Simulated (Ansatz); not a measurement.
`[SiH3][N]([SiH3])[Ga]([Cl])[Cl]` at its PBE0-D4/def2-TZVP geometry, where that method's forces vanish. Charge 0, multiplicity 1.

```json
{"atom": "Si1", "x (Å)": "1.584", "y (Å)": "-0.485", "z (Å)": "-0.457"}
{"atom": "N2", "x (Å)": "-0.056", "y (Å)": "-0.076", "z (Å)": "-0.033"}
{"atom": "Si3", "x (Å)": "-0.342", "y (Å)": "1.431", "z (Å)": "0.802"}
{"atom": "Ga4", "x (Å)": "-1.468", "y (Å)": "-1.155", "z (Å)": "-0.427"}
{"atom": "Cl5", "x (Å)": "-3.401", "y (Å)": "-0.499", "z (Å)": "0.167"}
{"atom": "Cl6", "x (Å)": "-1.299", "y (Å)": "-3.010", "z (Å)": "-1.433"}
{"atom": "H7", "x (Å)": "2.162", "y (Å)": "0.549", "z (Å)": "-1.356"}
{"atom": "H8", "x (Å)": "1.583", "y (Å)": "-1.798", "z (Å)": "-1.148"}
{"atom": "H9", "x (Å)": "2.431", "y (Å)": "-0.566", "z (Å)": "0.762"}
{"atom": "H10", "x (Å)": "-0.955", "y (Å)": "1.204", "z (Å)": "2.135"}
{"atom": "H11", "x (Å)": "0.987", "y (Å)": "2.078", "z (Å)": "0.975"}
{"atom": "H12", "x (Å)": "-1.226", "y (Å)": "2.327", "z (Å)": "0.014"}
```

(1) For each bond, give half the difference of the two atoms' forces along it (eV/Å; positive pushes the atoms apart) under PBE-D4, r2SCAN-D4, B3LYP-D4, ωB97M-V in def2-TZVPP. (Best estimate.)

Answers

(1) The calculation gave: 
| bond | length (Å) | PBE-D4 | r2SCAN-D4 | B3LYP-D4 | ωB97M-V |
| --- | --- | --- | --- | --- | --- |
| Si1–N2 | 1.742 | 0.09 | 0.04 | 0.08 | 0.11 |
| Si1–H7 | 1.487 | 0.05 | -0.03 | -0.08 | -0.12 |
| Si1–H8 | 1.483 | 0.03 | -0.04 | -0.12 | -0.12 |
| Si1–H9 | 1.487 | 0.05 | -0.03 | -0.08 | -0.12 |
| N2–Si3 | 1.746 | 0.10 | 0.05 | 0.08 | 0.11 |
| N2–Ga4 | 1.820 | 0.06 | 0.02 | 0.06 | 0.01 |
| Si3–H10 | 1.485 | 0.03 | -0.04 | -0.10 | -0.12 |
| Si3–H11 | 1.488 | 0.07 | -0.02 | -0.09 | -0.11 |
| Si3–H12 | 1.485 | 0.03 | -0.04 | -0.10 | -0.12 |
| Ga4–Cl5 | 2.126 | 0.13 | -0.01 | 0.15 | 0.01 |
| Ga4–Cl6 | 2.117 | 0.12 | -0.02 | 0.14 | 0.00 |

B3LYP here is the variant with VWN-RPA as its local correlation; programs differ in this.

Program: Ansatz 0.2.0.
